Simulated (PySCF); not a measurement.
**Optical rotation: SMILES C=C[C@@]12CC=C[C@@H]1C2, C$_{8}$H$_{10}$**

Geometry (Å), atoms numbered from 1 in this order:
```xyz
18

C     2.432   -0.990    0.387
C     1.725    0.029   -0.077
C     0.278    0.221    0.093
C    -0.390    1.384   -0.630
C    -1.743    0.852   -1.006
C    -1.904   -0.418   -0.658
C    -0.725   -0.930    0.071
C    -0.420   -0.216    1.355
H     3.492   -1.063    0.218
H     1.986   -1.794    0.948
H     2.221    0.808   -0.643
H     0.171    1.671   -1.524
H    -0.471    2.270    0.006
H    -2.465    1.469   -1.513
H    -2.768   -1.029   -0.852
H    -0.424   -1.960   -0.049
H    -1.177    0.436    1.765
H     0.171   -0.733    2.096
```

Method used: TDDFT CAM-B3LYP/def2-SVPD circular dichroism and optical rotation, one conformer, gas phase in PySCF 2.14.0. Geometry: GFN2-xTB.

The molecule is flexible and this is one conformer; a measurement averages over conformers. States above about 7.9 eV (minus the energy of the highest occupied orbital) lie near or above the ionisation threshold and depend on the basis.

Stereocentres: C3 S, C7 S.

(1) Give the optical rotatory dispersion at 633, 589.3, 546, 436, 405, 365, 355 nm.

(2) And for the mirror image at 589.3 nm?

(3) What is the molar rotation [Φ] = [α]·M/100 of the geometry above at 589.3 nm?

## Answers

(1) [α] in deg dm⁻¹ (g/mL)⁻¹:
| λ (nm) | origin-invariant length gauge | modified velocity gauge | length gauge (centre of mass) | isotropic polarisability (au) |
| --- | --- | --- | --- | --- |
| 633 | -253.2 | -218.5 | -252.9 | 89.3 |
| 589.3 | -300.1 | -259.3 | -299.8 | 89.7 |
| 546 | -361.8 | -313.0 | -361.4 | 90.3 |
| 436 | -656.5 | -571.4 | -655.7 | 92.4 |
| 405 | -815.0 | -711.3 | -814.0 | 93.5 |
| 365 | -1135.4 | -995.8 | -1134.1 | 95.4 |
| 355 | -1248.9 | -1097.0 | -1247.5 | 96.0 |

(2) +300.1 deg dm⁻¹ (g/mL)⁻¹ (origin-invariant length gauge): the same size and the opposite sign.

(3) With M = 106.17 g/mol, -318.6 deg cm² dmol⁻¹ (origin-invariant length gauge).

The first excitation lies at 6.18 eV (201 nm) with R = -180.9 × 10⁻⁴⁰ esu² cm² (velocity form).
